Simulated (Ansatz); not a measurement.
Na2Cl2⁺. The state is a doublet with charge 1. Geometry PBE0-D4/def2-TZVP.

```xyz
4

Na    1.643   -1.579    0.295
Na   -1.643    1.579   -0.296
Cl    0.035    0.276    1.294
Cl   -0.035   -0.276   -1.293
```

In the doublet, Cl3 and Cl4 lie 2.65 Å apart (atoms count from 1), so these atoms are partly bonded to each other. The structure comes from a short search, and lower isomers may exist.

(1) Estimate the α-spin orbital energies around the gap (eV) in Ansatz with HF/STO-3G, r2SCAN-D4/def2-TZVP, PBE0-D4/def2-TZVP, BHLYP-D4/def2-TZVP, ωB97M-V/def2-TZVP.

Results:

(1) 
| orbital | HF/STO-3G | r2SCAN-D4/def2-TZVP | PBE0-D4/def2-TZVP | BHLYP-D4/def2-TZVP | ωB97M-V/def2-TZVP |
| --- | --- | --- | --- | --- | --- |
| HOMO−9 | -45.19 | -34.70 | -37.09 | -40.53 | -39.58 |
| HOMO−8 | -45.19 | -34.69 | -37.09 | -40.53 | -39.58 |
| HOMO−7 | -30.86 | -25.19 | -26.88 | -29.40 | -29.51 |
| HOMO−6 | -29.41 | -24.15 | -25.80 | -28.27 | -28.42 |
| HOMO−5 | -16.67 | -14.02 | -15.25 | -16.72 | -17.52 |
| HOMO−4 | -15.22 | -12.94 | -14.07 | -15.40 | -16.46 |
| HOMO−3 | -14.48 | -12.31 | -13.43 | -14.77 | -15.84 |
| HOMO−2 | -14.11 | -12.04 | -13.10 | -14.38 | -15.41 |
| HOMO−1 | -13.66 | -11.43 | -12.51 | -13.80 | -14.84 |
| HOMO | -12.92 | -10.92 | -11.97 | -13.29 | -14.02 |
| LUMO | 6.31 | -4.65 | -4.87 | -4.59 | -4.10 |
| LUMO+1 | 6.76 | -4.03 | -4.32 | -4.10 | -3.71 |
| LUMO+2 | 13.97 | -2.56 | -2.75 | -2.48 | -2.28 |
| LUMO+3 | 14.17 | -2.55 | -2.67 | -2.46 | -2.21 |
| LUMO+4 | 14.51 | -2.50 | -2.66 | -2.43 | -2.16 |
| LUMO+5 | 15.22 | -2.07 | -2.25 | -2.00 | -1.80 |
| β HOMO | -11.90 | -11.16 | -12.26 | -13.53 | -14.55 |
| β LUMO | -1.78 | -9.28 | -8.50 | -7.45 | -6.65 |
